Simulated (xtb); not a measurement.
CuF, charge -1, doublet, from a rough starting geometry (GFN-xTB shapes and energies of metal compounds can be far from the true ones) (the multiplicity is a formal guess); GFN2-xTB (xtb).

The xtb input:
```
$ xtb mol.xyz --gfn 2 --chrg -1 --uhf 1 --opt vtight --json

# file mol.xyz
2

Cu    -0.46948623    -0.39176658    -0.57391279
F      0.44147425     0.36535654     0.60182463
```

### Question
Write the output that xtb gives for this input, abridged.

### Answer

```
   ID    Z sym.   atoms
    1   29 Cu     1
    2    9 F      2

           -------------------------------------------------
          |                Calculation Setup                |
           -------------------------------------------------

           -------------------------------------------------
          |                 G F N 2 - x T B                 |
           -------------------------------------------------

          ...................................................
          :                      SETUP                      :
          :.................................................:
          :  # basis functions                  14          :
          :  # atomic orbitals                  13          :
          :  # shells                            5          :
          :  # electrons                        19          :
          :  max. iterations                   250          :
          :  Hamiltonian                  GFN2-xTB          :
          :  restarted?                      false          :
          :  GBSA solvation                  false          :
          :  PC potential                    false          :
          :  electronic temp.          300.0000000     K    :
          :  accuracy                    1.0000000          :
          :  -> integral cutoff          0.2500000E+02      :
          :  -> integral neglect         0.1000000E-07      :
          :  -> SCF convergence          0.1000000E-05 Eh   :
          :  -> wf. convergence          0.1000000E-03 e    :
          :  Broyden damping             0.4000000          :
          :  net charge                         -1          :
          :  unpaired electrons                  1          :
          ...................................................

 iter      E             dE          RMSdq      gap      omega  full diag
   1     -8.7323401 -0.873234E+01  0.101E+01    4.18       0.0  T
   2     -8.7368455 -0.450538E-02  0.666E+00    4.46       1.0  T
   3     -8.7403696 -0.352411E-02  0.282E+00    4.90       1.0  T
   4     -8.7417281 -0.135851E-02  0.331E+00    5.01       1.0  T
   5     -8.7394310  0.229714E-02  0.245E+00    4.79       1.0  T
   6     -8.7364455  0.298550E-02  0.464E+00    4.08       1.0  T
   7     -8.7501927 -0.137472E-01  0.566E+00    5.42       1.0  T
   8     -8.7531153 -0.292257E-02  0.609E+00    5.50       1.0  T
   9     -8.7587944 -0.567918E-02  0.727E+00    5.82       1.0  T
[...]
         :: total energy              -8.759020666464 Eh    ::
 * total energy  :    -8.7590207 Eh     change       -0.1318945E-10 Eh
 * total energy  :    -8.7594008 Eh     change       -0.3801189E-03 Eh
 * total energy  :    -8.7610287 Eh     change       -0.1627945E-02 Eh
 * total energy  :    -8.7609950 Eh     change        0.3370871E-04 Eh
 * total energy  :    -8.7610576 Eh     change       -0.6262279E-04 Eh
 * total energy  :    -8.7610577 Eh     change       -0.7350440E-07 Eh
   *** GEOMETRY OPTIMIZATION CONVERGED AFTER 6 ITERATIONS ***
         :: total energy              -8.761057717604 Eh    ::
[...]
         7        2.0000           -0.2143583              -5.8330
         8        1.9370           -0.1863736              -5.0715
         9        1.5315           -0.1839281              -5.0049
        10        1.5315           -0.1839281              -5.0049 (HOMO)
        11                          0.0116869               0.3180 (LUMO)
        12                          0.0116869               0.3180
        13                          0.8561510              23.2971
      -------------------------------------------------------------
                  HL-Gap            0.1956150 Eh            5.3230 eV
             Fermi-level           -0.1349645 Eh           -3.6726 eV

     #   Z          covCN         q      C6AA      α(0)
     1  29 Cu       0.705    -0.787   173.829    30.669
     2   9 F        0.705    -0.213    11.376     3.983

 Mol. C6AA /au·bohr⁶  :        261.728075
 Mol. C8AA /au·bohr⁸  :      17301.849620
 Mol. α(0) /au        :         34.651536

Wiberg/Mayer (AO) data.
largest (>0.10) Wiberg bond orders for each atom

 ---------------------------------------------------------------------------
     #   Z sym  total        # sym  WBO       # sym  WBO       # sym  WBO
 ---------------------------------------------------------------------------
     1  29 Cu   1.295 --     2 F    1.295
     2   9 F    1.295 --     1 Cu   1.295
 ---------------------------------------------------------------------------

Topologies differ in total number of bonds
Writing topology from bond orders to xtbtopo.mol

molecular dipole:
                 x           y           z       tot (Debye)
 q only:        0.484       0.405       0.564
   full:        2.155       1.794       2.721       9.930
molecular quadrupole (traceless):
                xx          xy          yy          xz          yz          zz
 q only:        0.082      -0.821       0.384      -1.228      -1.023      -0.466
  q+dip:        0.483      -4.512       2.142      -6.797      -5.661      -2.625
   full:        0.632      -5.557       2.680      -8.419      -7.009      -3.312

optimized geometry written to: xtbopt.xyz

           -------------------------------------------------
          | TOTAL ENERGY               -8.761057717604 Eh   |
          | GRADIENT NORM               0.000097549498 Eh/α |
          | HOMO-LUMO GAP               5.322954025252 eV   |
           -------------------------------------------------
```
